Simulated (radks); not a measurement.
Values are calculated unless marked as measured or tabulated.
Problem. These are the eigenvalues of the occupied orbitals of an atom or ion with whole-number occupations (hartree). Level of theory: Dirac Kohn-Sham, PBE, spin-unpolarised, spherical densities, point nucleus (a radial shooting solver on a logarithmic mesh with Libxc functionals).

orbital  eigenvalue
1s1/2     -1100.102
2s1/2     -194.6455
2p1/2     -184.2428
2p3/2     -175.7120
3s1/2     -61.43571
3p1/2     -57.30399
3p3/2     -55.57792
3d3/2     -48.56964
3d5/2     -48.19475

Which element is it, and in what charge state? The configuration may be excited. Open shells, if any, are shared by 2j + 1.

Solution. Z = 50, tin, charge +25: Sn25+ in [Ar] 3d7. The list shows which subshells hold electrons but not how many an open one holds; the 1s level, -1100.1 hartree, gives Z - s = 46.9 by -(Z - s)^2/2, which with screening and relativity narrows Z to a few neighbours, and the depths of the outer levels then fix element, charge and occupations together.
